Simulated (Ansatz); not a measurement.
C₂H₅O (SMILES [CH2]OC), doublet, at a GFN2-xTB geometry; MP2/STO-3G (Ansatz, a quantum-chemistry and plane-wave program).

Here is a job for Ansatz.
Ansatz 0.2 input:
```yaml
crystal:
  periodic: [false, false, false]
  atoms:
    - {symbol: C, position_ang: [0.03125258, 1.18191608, -0.33854728]}
    - {symbol: O, position_ang: [0.24457802, 0.10933479, 0.47247031]}
    - {symbol: C, position_ang: [-0.15594763, -1.13288175, -0.04057529]}
    - {symbol: H, position_ang: [0.25141382, 2.12178844, 0.12572380]}
    - {symbol: H, position_ang: [-0.68830879, 1.10700708, -1.13482660]}
    - {symbol: H, position_ang: [0.02617298, -1.87049463, 0.73935228]}
    - {symbol: H, position_ang: [-1.22049242, -1.13034851, -0.30195112]}
    - {symbol: H, position_ang: [0.42276052, -1.39683663, -0.93332548]}
basis:
  gaussian:
    orbitals: STO-3G
magnetization: {spin_polarized: true, initial_magnetization: 1}
correlation: {method: mp2}
```

The log (banner, timings and long lists left out):

```
Functional definition: HF
280 factors; integrals over basis functions are off by at most 3.1e-5 eV
mean field evaluation 1: about -4121.1458 eV, gradient 1.1e1 eV
mean field evaluation 2: about -4121.3287 eV, gradient 1.1e1 eV
mean field evaluation 4: about -4122.3461 eV, gradient 1.5e0 eV
mean field evaluation 8: about -4122.3947 eV, gradient 7.4e-5 eV
mean field -4122.39316032 eV, -151.4951543834 hartree, gradient 1.7e-6 eV, S^2 0.759521; 0 other end points of the search recorded, 0 dependent functions left out
3 core orbitals not correlated
reference -4122.39316032 eV, -151.4951543834 hartree; 10, 9 occupied and 7, 8 virtual orbitals, 280 factors
second order -3.41858598 eV of doubles, -0.00000000 eV of singles
Total energy: -4125.81174630 eV, -151.6207851010 hartree
```
